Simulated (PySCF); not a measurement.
# Magnetisability: `InChI=1S/C5H5BF2O/c1-2-5(9)3-4-6(7)8/h1H,3-4H2`

Molfile (atoms numbered from 1):
```
C5H5BF2O
     RDKit          3D

 14 13  0  0  0  0  0  0  0  0999 V2000
    3.3221    1.0120   -0.8297 C   0  0  0  0  0  0  0  0  0  0  0  0
    2.3908    0.3380   -0.4821 C   0  0  0  0  0  0  0  0  0  0  0  0
    1.2994   -0.5036   -0.0618 C   0  0  0  0  0  0  0  0  0  0  0  0
    1.4462   -1.6538    0.2671 O   0  0  0  0  0  0  0  0  0  0  0  0
   -0.0341    0.2170   -0.0735 C   0  0  0  0  0  0  0  0  0  0  0  0
   -1.1838   -0.7118    0.3263 C   0  0  0  0  0  0  0  0  0  0  0  0
   -2.5843   -0.0059    0.4694 B   0  0  0  0  0  0  0  0  0  0  0  0
   -3.6958   -0.6707    0.7070 F   0  0  0  0  0  0  0  0  0  0  0  0
   -2.7543    1.2982    0.3723 F   0  0  0  0  0  0  0  0  0  0  0  0
    4.1261    1.6149   -1.1374 H   0  0  0  0  0  0  0  0  0  0  0  0
    0.0350    1.0645    0.6137 H   0  0  0  0  0  0  0  0  0  0  0  0
   -0.1943    0.6309   -1.0721 H   0  0  0  0  0  0  0  0  0  0  0  0
   -1.2499   -1.5319   -0.3939 H   0  0  0  0  0  0  0  0  0  0  0  0
   -0.9237   -1.1979    1.2723 H   0  0  0  0  0  0  0  0  0  0  0  0
  1  2  3  0
  2  3  1  0
  3  4  2  0
  3  5  1  0
  5  6  1  0
  6  7  1  0
  7  8  1  0
  7  9  1  0
  1 10  1  0
  5 11  1  0
  5 12  1  0
  6 13  1  0
  6 14  1  0
M  END
```

Method: GIAO BHandHLYP/pcSseg-1 magnetisability, rotational g tensor and spin-rotation constants, non-relativistic, gas phase (PySCF). Geometry: GFN2-xTB.

(1) How diamagnetic is it, and how anisotropic?

(2) Split it along the inertial axes a, b, c into diamagnetic and paramagnetic parts about the centre of mass, with the quadrupole moment.

(3) And the rotational g tensor?

## Answers

(1) Isotropic -1137 × 10⁻³⁰ J/T², or -68.5 × 10⁻⁶ cm³/mol; principal values -1292, -1168, -951 × 10⁻³⁰ J/T², anisotropy 298 × 10⁻³⁰ J/T² (root of half the summed squared differences of the principal values). The susceptibility is in cgs units.

(2) 
| axis | χ (10⁻⁶ cm³/mol) | diamagnetic (10⁻⁶ cm³/mol) | paramagnetic (10⁻⁶ cm³/mol) | summed x² of all electrons (Å²) | quadrupole Θ (D Å) |
| --- | --- | --- | --- | --- | --- |
| a | -70.1 | -373.2 | 303.1 | 394.9 | -0.37 |
| b | -57.6 | -1732.9 | 1675.3 | 74.4 | -5.43 |
| c | -77.7 | -1990.9 | 1913.2 | 13.6 | +5.80 |

Anisotropies 2χaa − χbb − χcc = -4.8 and 2χbb − χaa − χcc = +32.6 × 10⁻⁶ cm³/mol. Θ is traceless in Buckingham's convention.

(3) 
| axis | rotational constant (GHz) | g | nuclear part | electronic part |
| --- | --- | --- | --- | --- |
| a | 4.0835 | -0.0414 | 0.5400 | -0.5814 |
| b | 0.6565 | -0.0096 | 0.5071 | -0.5167 |
| c | 0.5707 | -0.0047 | 0.5083 | -0.5130 |

Asymmetric top; isotopes 11B, 12C, 19F, 1H, 16O; no vibrational averaging.
